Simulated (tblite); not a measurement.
Compound: C8H6Cl (doublet state).
InChI=1S/C8H6Cl/c1-2-7-4-3-5-8(9)6-7/h1,3-7H/t7-/m0/s1

All values are computed: GFN2-xTB (tblite) harmonic vibrations without scaling, gas phase. Errors from tens to a few hundred cm⁻¹ against measured bands are possible. Open shells enter through the occupations alone, without spin polarisation, and single modes of such species can be off by tens of per cent.

Harmonic wavenumbers (cm⁻¹): 57.4, 96.2, 175.3, 240.6, 264.4, 355.6, 372.6, 414.4, 458.1, 516.7, 582.3, 640.4, 659.9, 676.4, 711.4, 758.0, 789.6, 878.9, 914.1, 920.2, 1032.9, 1053.2, 1082.6, 1129.9, 1163.1, 1178.7, 1247.0, 1264.1, 1355.0, 1374.8, 1495.2, 1579.5, 2284.5, 2767.8, 3077.0, 3095.0, 3104.9, 3127.4, 3391.5.

A = 2504, B = 937.9, C = 731.2 MHz; mass 137.016 u (most abundant isotopes); point group C1, symmetry number 1; spin multiplicity 2.

Zero-point energy?

½Σν̃ = 23143 cm⁻¹ = 66.17 kcal/mol.

What is S at 500 K and 1 bar for an ideal gas of classical rigid rotors and harmonic oscillators?

Translation 43.25, rotation 31.16, vibration 39.10, spin (R ln 2) 1.38: S = 114.9 cal/(mol K).

And Cp and H(500 K) − H(0)?

Cp = 49.45 cal/(mol K), of which vibrations give 41.50 (their classical limit is 39 R = 77.5); H(500 K) − H(0) = 14.56 kcal/mol without the zero-point energy, 10.59 from vibrations.

What must be added to the electronic energy to get the Gibbs energy at 500 K and 1 bar?

ZPE + [H(500 K) − H(0)] − T·S = 66.17 + 14.56 − 57.44 = 23.29 kcal/mol.

Blend soft modes into free rotors: weight 1/[1 + (100 cm⁻¹/ν̃)⁴] for the oscillator and the rest for a rotor with moment μB/(μ + B), μ = h/(8π²ν), B = 10⁻⁴⁴ kg m². What vibrational entropy results?

36.94 cal/(mol K) in place of 39.10, which changes −T·S at 500 K by +1.08 kcal/mol.

Hindered rotation and anharmonicity are outside this model. The structure is chiral; the term R ln 2 for an equal mix with its mirror image is left out.

Hardware: an Arm Neoverse V2 with one thread, on a shared host. Cost: 0.45 s of wall time. The figure is for the frequency step alone.
